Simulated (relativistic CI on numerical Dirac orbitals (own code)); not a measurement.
**Radial parameters of W⁴⁶⁺**

These numbers are calculated, not measured: Dirac-Coulomb-Breit CI, KLI orbitals optimised for each configuration, a model potential for QED, unscaled Slater integrals (own radial code, finite nucleus).

Slater integrals F^k, G^k are unscaled and averaged over j, outside the closed core [Ne]; ζ comes from projecting the Hamiltonian with its Breit term on Σ l·s of the shell.

- 3s2 3p6 3d9 4s: ζ(3d) = 213740, G^2(3d,4s) = 60692 cm⁻¹; <r>(3d) = 0.1754, <r^2>(3d) = 0.03577, <r>(4s) = 0.3867, <r^2>(4s) = 0.1683 (bohr units).
- 3s2 3p6 3d9 4p: ζ(3d) = 213760, F^2(3d,4p) = 186010, G^1(3d,4p) = 59866, G^3(3d,4p) = 60874, ζ(4p) = 558420 cm⁻¹; <r>(3d) = 0.1754, <r^2>(3d) = 0.03578, <r>(4p) = 0.3944, <r^2>(4p) = 0.1763 (bohr units).
- 3s2 3p6 3d9 4d: ζ(3d) = 213670, F^2(3d,4d) = 199350, F^4(3d,4d) = 101930, G^0(3d,4d) = 62624, G^2(3d,4d) = 80966, G^4(3d,4d) = 64285, ζ(4d) = 71526 cm⁻¹; <r>(3d) = 0.1755, <r^2>(3d) = 0.0358, <r>(4d) = 0.3883, <r^2>(4d) = 0.1725 (bohr units).

Averages of the first 10 configurations, taken without configuration mixing, which lowers the lowest level and can move excited configurations by several eV; other configurations of the list can lie among them:

```
    Configuration  Parity  States  Average energy above the lowest level (eV)
     3s2 3p6 3d10    even       1                                         0.1
   3s2 3p6 3d9 4s    even      20                                      1589.7
   3s2 3p6 3d9 4p     odd      60                                      1755.8
   3s2 3p6 3d9 4d    even     100                                      1951.8
  3s2 3p5 3d10 4s     odd      12                                      2118.4
   3s2 3p6 3d9 4f     odd     140                                      2120.6
  3s2 3p5 3d10 4p    even      36                                      2284.7
  3s2 3p6 3d8 4s2    even      45                                      3217.7
  3s2 3p5 3d10 4d     odd      60                                      2480.1
3s2 3p6 3d8 4s 4p     odd     540                                      3377.1
```
